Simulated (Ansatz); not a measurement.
Cartesian coordinates (Å):
```xyz
6

O      1.6235     0.1051     0.0337
B      0.3570     0.5139     0.0165
B     -0.9903     1.2482     0.0037
C     -1.1522    -0.1057    -0.0243
H      1.7762    -0.8462     0.0201
H     -1.4574    -1.1401    -0.0493
```
Charge 0, spin multiplicity 1.

Calculation: Ansatz (an electronic-structure program) with frozen-core CCSD(T)/cc-pVTZ // r2SCAN-D4/def2-TZVP. The restricted HF reference is unstable towards unrestricted orbitals.

```yaml
HF energy: -163.24193 Ha
MP2 correlation energy: -0.58537 Ha
```

Problem. Estimate the CCSD correlation energy, the (T) correction, the total energy and the T1 diagnostic.

Solution. 
The CCSD correlation energy comes out as -0.59797 Ha and the (T) correction is -0.03185 Ha. The CCSD(T) total energy comes out as -163.87174 Ha and the T1 diagnostic is 0.016.
